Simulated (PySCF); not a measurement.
Geometry:
| atom | x (Å) | y (Å) | z (Å) |
| --- | --- | --- | --- |
| Si1 | 0.024 | -0.006 | -0.802 |
| C2 | 0.002 | -0.019 | 1.044 |
| H3 | -1.032 | 0.047 | 1.414 |
| H4 | 0.572 | 0.840 | 1.429 |
| H5 | 0.457 | -0.946 | 1.422 |
| Cl6 | 1.957 | -0.022 | -1.493 |
| Cl7 | -0.903 | 1.672 | -1.534 |
| Cl8 | -0.939 | -1.652 | -1.563 |

Relativity neglected, a single conformation, one averaged value for each set of equivalent atoms, gas phase. Geometry: PBE0-D3(BJ)/def2-SVP; shielding tensors at KT2/pcSseg-1 (GIAO); PySCF.

Scale: ¹³C and ¹H and ²⁹Si vs TMS; ³⁵Cl vs HCl (reference shieldings calculated alike).

| atoms | nucleus | count | δ (ppm) |
| --- | --- | --- | --- |
| Cl6/Cl7/Cl8 | ³⁵Cl | 3 | ? |
| H3/H4/H5 | ¹H | 3 | 0.87 |
| Si1 | ²⁹Si | 1 | ? |
| C2 | ¹³C | 1 | 13.0 |

Task: Complete the table.

Result: 
- Si1: 41.5 ppm, silicon bonded to C, 3 Cl
- Cl6/Cl7/Cl8: 167 ppm, chlorine bonded to Si

Shifts are as computed. Against solution values, carbons near 30 ppm lie about +2 ppm off and those near 130 ppm about -5 ppm. Of 1211 compounds with measured shifts, 218 miss one by over three times the rms of a fit or turn the order of signals round; such compounds aren't used in these exercises.
